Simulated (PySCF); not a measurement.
Species: C4H3BF2O.
Atom-mapped SMILES: `[F:1][B:2]([F:3])[c:4]1[cH:5][cH:6][cH:7][o:8]1` (hydrogens: H9 on C5; H10 on C6; H11 on C7)

Method: PySCF 2.14.0, PBE0-D3(BJ)/def2-SVP geometry optimisation, gas phase; density fitting, grid level 2; the optimiser is geomeTRIC in internal coordinates, started from a GFN2-xTB structure.

Step 0: E = -12334.6053 eV
```
atom  x, y, z in Å  |  force x, y, z in eV/Å
F1      2.8746   -0.6105    1.0255   -0.258  -0.314   0.079
B2      2.2044    0.3160    0.3620    0.306   0.141   0.029
F3      2.9029    1.3938    0.0674   -0.178   0.291  -0.191
C4      0.7315    0.1151   -0.0168    0.022  -0.374   0.189
C5     -0.1096   -0.9548    0.2282    0.448   0.609  -0.149
C6     -1.3572   -0.6318   -0.3313    0.106   0.305  -0.120
C7     -1.2011    0.6102   -0.8813    0.050  -0.299   0.165
O8      0.0349    1.0635   -0.6999    0.181   0.120  -0.008
H9      0.1593   -1.8512    0.7487    0.190  -0.564   0.331
H10    -2.2451   -1.2297   -0.3301   -0.578  -0.332  -0.028
H11    -1.8869    1.2443   -1.4095   -0.290   0.417  -0.297
```

Step 1: E = -12334.6249 eV
```
atom  x, y, z in Å  |  force x, y, z in eV/Å
F1      2.8282   -0.5680    1.1181    0.123   0.029  -0.127
B2      2.2137    0.3208    0.3539   -0.183   0.033   0.141
F3      2.8411    1.4437    0.0622    0.074  -0.110  -0.023
C4      0.7671    0.0526   -0.0831    0.044   0.102  -0.077
C5     -0.0863   -0.9908    0.1861   -0.031  -0.114   0.127
C6     -1.3612   -0.6257   -0.3194   -0.083  -0.085   0.024
C7     -1.1889    0.6107   -0.8774    0.016   0.134  -0.081
O8      0.0746    1.0217   -0.7503   -0.029  -0.004   0.075
H9      0.1816   -1.9117    0.7043   -0.021   0.072   0.005
H10    -2.2925   -1.1863   -0.2529    0.059  -0.003  -0.075
H11    -1.8700    1.2978   -1.3785    0.031  -0.054   0.010
```

Task: Estimate the geometry and energy of step 2. (The exact step hangs on the optimiser's Hessian estimate; all steps are aligned on step 1, rigid shifts and turns removed.)

Result: E = -12334.6339 eV, largest force 0.442 eV/Å
```
atom  x, y, z in Å  |  force x, y, z in eV/Å
F1      2.8844   -0.5935    1.0339   -0.130  -0.081   0.084
B2      2.2061    0.3288    0.3711    0.225  -0.143  -0.216
F3      2.8665    1.4215    0.0439   -0.118   0.132  -0.003
C4      0.7474    0.0758   -0.0337   -0.090   0.224   0.371
C5     -0.1069   -0.9698    0.2347    0.059  -0.103  -0.224
C6     -1.3627   -0.6341   -0.3366   -0.036   0.044   0.123
C7     -1.1949    0.6130   -0.8758    0.046   0.001  -0.012
O8      0.0529    1.0485   -0.6930    0.045  -0.080  -0.128
H9      0.1586   -1.8855    0.7598    0.000   0.005   0.008
H10    -2.2769   -1.2232   -0.3336    0.000   0.000  -0.008
H11    -1.8669    1.2832   -1.4077   -0.002   0.001   0.004
```

The energy changes by -0.0090 eV. The first-order estimate −F·Δx gives -0.0434 eV and the mean of the old and new forces, exact on a quadratic surface, -0.0088 eV. The step makes an angle of 61° with the force vector and moves no atom by more than 0.104 Å.

The cost below is that of the whole optimisation. Hardware: one thread, Arm Neoverse V2 (aarch64), shared host with 192 logical CPUs at a one-minute load of 65. Cost: 54 s of wall time, 0.78 GiB resident at most.
